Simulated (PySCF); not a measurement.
Se(OH)(OSiH3) (H4O2SeSi), SMILES O[Se]O[SiH3].

Coordinates come from a PBE-D3(BJ)/def2-SVP optimisation. The values are those of a single conformer.

Level of theory: PBE-D3(BJ)/def2-SVP run with PySCF.

Frequencies are harmonic and unscaled.

| mode | ν (cm⁻¹) | IR (km/mol) | Raman (Å⁴/amu) | depolarisation | moving atoms (share of kinetic energy) |
|---|---|---|---|---|---|
| 1 | 80 | 0.3 | 0.6 | 0.57 | O 60 %, H 17 %, Si 16 % |
| 2 | 115 | 0.1 | 0.3 | 0.67 | H 85 %, O 11 % |
| 3 | 141 | 0.1 | 0.2 | 0.27 | Si 38 %, O 25 %, Se 20 %, H 16 % |
| 4 | 257 | 4.7 | 3.3 | 0.70 | O 76 %, Se 15 %, H 9 % |
| 5 | 475 | 56.7 | 7.4 | 0.57 | H 79 %, O 13 % |
| 6 | 536 | 77.2 | 17.3 | 0.33 | O 46 %, H 30 %, Se 16 % |
| 7 | 636 | 59.9 | 11.6 | 0.22 | O 79 %, Se 17 % |
| 8 | 683 | 49.8 | 15.9 | 0.70 | H 82 %, O 9 %, Si 8 % |
| 9 | 698 | 72.8 | 10.1 | 0.21 | H 71 %, O 19 %, Si 10 % |
| 10 | 828 | 214.6 | 2.2 | 0.73 | O 72 %, Si 26 % |
| 11 | 899 | 60.5 | 24.7 | 0.75 | H 96 % |
| 12 | 908 | 99.8 | 18.9 | 0.73 | H 95 % |
| 13 | 945 | 182.4 | 15.4 | 0.75 | H 92 % |
| 14 | 1059 | 48.0 | 4.5 | 0.63 | H 94 % |
| 15 | 2147 | 86.3 | 115.1 | 0.12 | H 97 % |
| 16 | 2166 | 108.7 | 131.5 | 0.21 | H 97 % |
| 17 | 2192 | 115.9 | 202.8 | 0.33 | H 96 % |
| 18 | 3651 | 57.0 | 57.9 | 0.23 | H 94 % |
